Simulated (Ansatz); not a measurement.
Gas-phase electronic energies from Ansatz, PBE0-D4/def2-TZVP geometries. CBS: MP2 limit from def2 TZ/QZ plus the TZ coupled-cluster correction, frozen cores. This one scheme is used for every species. DFT in def2-TZVPP. B3LYP here is the variant with VWN-RPA as its local correlation; programs differ in this. One conformer a species, not always the lowest.

`CBS` + `[OH][AlH][Cl]` → `SB[O][AlH][Cl]` + CH₄  (ligand exchange at a B–C bond)

```csv
level,ΔE (kJ/mol),difference from CCSD(T)/CBS
PBE0-D4,-118.2,2.6
B3LYP-D4,-127.9,-7.1
BHLYP-D4,-132.6,-11.8
ωB97M-V,-121.0,-0.2
revPBE,-113.6,7.2
PBE0,-116.8,4.0
HF/def2-TZVPP,-137.2,-16.4
CCSD/def2-TZVPP,-123.3,-2.5
CCSD(T)/def2-TZVPP,-122.2,-1.4
MP2/def2-QZVPP,-121.3,-0.5
CCSD(T)/CBS,-120.8,0
```

Largest T1 diagnostic among the species: 0.013.

At CCSD(T), def2-SVP lies −18.5 kJ/mol from the extrapolated value and def2-TZVPP −1.4 kJ/mol. Leaving LDA and LC-ωPBE aside and taking each functional with its dispersion term where it has one, the values, not all of them listed here, spread over 17.7 kJ/mol, from BHLYP-D4 to revPBE-D4.
